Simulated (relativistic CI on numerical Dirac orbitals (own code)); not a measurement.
V³⁺: resonant inelastic scattering at the L2,3 edge

Computed with this model: Dirac-Coulomb-Breit CI, separate exchange-only KLI orbitals for each configuration, a model potential for QED, valence Slater integrals scaled by 0.8, Kramers-Heisenberg scattering through one core-hole configuration in a parametric crystal field; configurations [Ar] 3d2 → [He] 2s2 2p5 3s2 3p6 3d3; 10 K; core-hole width 0.24 eV; summed over polarisations. Incident energies are the highest absorption maxima for each field (at most a few, so the weaker spin-orbit partner edge can be absent), on the computed scale of the free ion. Intensities are in per cent of the strongest line above 0.02 eV; levels within 1 cm⁻¹ are merged; final levels count from the ground level, the first row holds all elastic scattering, lines under 0.4 are left out and each table stops after 24 rows. The scale of the Slater integrals is a model choice and moves the terms in proportion.

Field parameters in Wybourne normalisation: D4h B²₀ = −7Ds, B⁴₀ = 21(Dq − Dt), B⁴₄ = 21√(5/14) Dq. The field is a parameter set, without covalency.

S is read from ⟨S²⟩ = S(S + 1).

D4h, 10Dq = 24150, Ds = -1500, Dt = -350 cm⁻¹:

```tsv
Final level (eV)	Degeneracy	Irrep	S	519.6 eV	520.3 eV	527.3 eV
0.000	1	B1	1.00	144.9	234.4	183.3
0.000	1	B2	1.00	18.5	67.2	11.8
0.016	2	E	1.00	5.8	20.3	23.3
0.030	1	A1	1.00	16.4	60.7	9.2
0.032	1	A2	1.00	8.9	41.7	26.9
0.324	2	E	1.00	2.6	7.0	23.1
0.324	1	A1	1.00	4.5	3.3	1.3
1.370	1	A1	0.00	2.5	7.6	2.6
1.504	2	E	0.00	6.5	4.6	38.6
1.846	1	B2	0.00	0.7	2.7	68.9
1.867	1	B1	0.00	2.7	3.0	31.4
2.923	1	B1	1.00	6.2	17.0	17.8
2.923	1	B2	1.00	10.5	5.7	15.5
2.931	2	E	1.00	10.5	8.5	4.9
2.938	2	A1+A2	1.00	16.6	10.7	23.6
3.397	3	B1+E	1.00	20.2	34.8	100.0
3.496	1	A1	0.00	0.8	11.5	15.4
3.846	3	A1+E	1.00	7.0	4.7	47.7
4.522	1	A2	0.00	1.8	4.7	40.3
4.554	2	E	0.00	1.9	4.6	19.9
4.950	1	A1	1.00	3.8	7.6	9.1
4.951	1	A2	1.00	4.2	12.4	20.6
4.961	2	E	1.00	4.0	4.1	11.6
4.968	1	B2	0.99	1.8	5.2	5.7
```

D4h, 10Dq = 24150, Ds = -860, Dt = -350 cm⁻¹:

| Final level (eV) | Degeneracy | Irrep | S | 520 eV | 520.3 eV | 527.2 eV |
| --- | --- | --- | --- | --- | --- | --- |
| 0.000 | 1 | B1 | 1.00 | 243.5 | 200.3 | 167.4 |
| 0.000 | 1 | B2 | 1.00 | 58.0 | 54.9 | 14.1 |
| 0.014 | 2 | E | 1.00 | 15.4 | 25.2 | 38.6 |
| 0.026 | 1 | A1 | 1.00 | 16.8 | 82.4 | 0.7 |
| 0.032 | 1 | A2 | 1.00 | 18.7 | 55.4 | 15.3 |
| 0.106 | 2 | E | 1.00 | 13.5 | 7.5 | 25.1 |
| 0.109 | 1 | A1 | 1.00 | 4.5 | 2.4 | 2.9 |
| 1.493 | 1 | A1 | 0.00 | 4.6 | 4.7 | 2.6 |
| 1.507 | 2 | E | 0.00 | 10.7 | 3.0 | 25.3 |
| 1.614 | 1 | B2 | 0.00 | 1.8 | 3.1 | 32.1 |
| 1.634 | 1 | B1 | 0.00 | 7.9 | 4.4 | 9.4 |
| 2.891 | 1 | B1 | 1.00 | 14.3 | 11.5 | 26.9 |
| 2.892 | 1 | B2 | 1.00 | 1.5 | 3.6 | 26.6 |
| 2.899 | 2 | E | 1.00 | 18.2 | 3.5 | 4.3 |
| 2.906 | 2 | A1+A2 | 1.00 | 24.7 | 11.8 | 12.0 |
| 3.322 | 3 | B1+E | 1.00 | 46.4 | 25.7 | 100.0 |
| 3.389 | 1 | A1 | 0.00 | 4.6 | 12.1 | 8.7 |
| 4.074 | 3 | A1+E | 1.00 | 4.8 | 6.3 | 53.2 |
| 4.549 | 2 | E | 0.01 | 6.9 | 3.9 | 27.0 |
| 4.677 | 1 | A1 | 1.00 | 0.8 | 8.5 | 2.7 |
| 4.678 | 1 | A2 | 1.00 | 3.3 | 9.3 | 16.8 |
| 4.688 | 2 | E | 1.00 | 9.5 | 2.5 | 16.4 |
| 4.696 | 1 | B2 | 1.00 | 2.4 | 4.8 | 5.7 |
| 4.697 | 1 | B1 | 1.00 | 1.2 | 4.0 | 10.4 |

D4h, 10Dq = 24150, Ds = -210, Dt = -350 cm⁻¹:

| Final level (eV) | Degeneracy | Irrep | S | 519.9 eV | 520.5 eV | 527.8 eV |
| --- | --- | --- | --- | --- | --- | --- |
| 0.000 | 1 | A1 | 1.00 | 247.9 | 309.2 | 275.8 |
| 0.002 | 2 | E | 1.00 | 27.3 | 28.9 | 66.2 |
| 0.125 | 1 | B1 | 1.00 | 5.5 | 10.6 | 5.0 |
| 0.126 | 1 | B2 | 1.00 | 11.7 | 10.5 | 10.4 |
| 0.143 | 2 | E | 1.00 | 27.9 | 99.3 | 55.1 |
| 0.157 | 1 | A2 | 1.00 | 7.9 | 6.8 | 11.1 |
| 0.159 | 1 | A1 | 1.00 | 7.0 | 19.6 | 10.3 |
| 1.504 | 1 | B2 | 0.00 | 16.1 | 4.2 | 11.8 |
| 1.522 | 1 | B1 | 0.00 | 5.5 | 1.9 | 12.6 |
| 1.636 | 2 | E | 0.00 | 4.3 | 4.7 | 37.5 |
| 1.697 | 1 | A1 | 0.00 | 10.7 | 3.7 | 33.0 |
| 2.972 | 1 | B1 | 1.00 | 4.3 | 0.8 | 10.8 |
| 2.972 | 1 | B2 | 1.00 | 1.4 | 0.9 | 6.4 |
| 2.979 | 2 | E | 1.00 | 9.8 | 8.0 | 100.0 |
| 2.986 | 2 | A1+A2 | 1.00 | 17.6 | 12.5 | 12.3 |
| 3.371 | 3 | B1+E | 1.00 | 43.4 | 12.5 | 14.5 |
| 3.449 | 1 | A1 | 0.00 | 0.6 | 10.0 | 35.2 |
| 4.432 | 1 | A1 | 1.00 | 3.4 | 2.7 | 82.6 |
| 4.433 | 2 | E | 1.00 | 5.9 | 15.2 | 11.1 |
| 4.540 | 1 | A2 | 1.00 | 6.0 | 1.3 | 1.8 |
| 4.540 | 1 | A1 | 1.00 | 4.0 | 1.6 | 96.9 |
| 4.548 | 2 | E | 0.99 | 8.0 | 7.3 | 17.9 |
| 4.557 | 1 | B2 | 1.00 | 4.5 | 0.9 | 0.5 |
| 4.558 | 1 | B1 | 1.00 | 1.3 | 0.8 | 0.7 |

For the first field the strongest loss at the lowest incident energy is the level at 3.40 eV (S = 1.00, against 1.00 in the thermal ground state). Levels of other spin, the first over 8 % at 1.50 eV, appear because spin-orbit coupling of the core hole, and in heavier ions of the valence shell too, mixes spins.
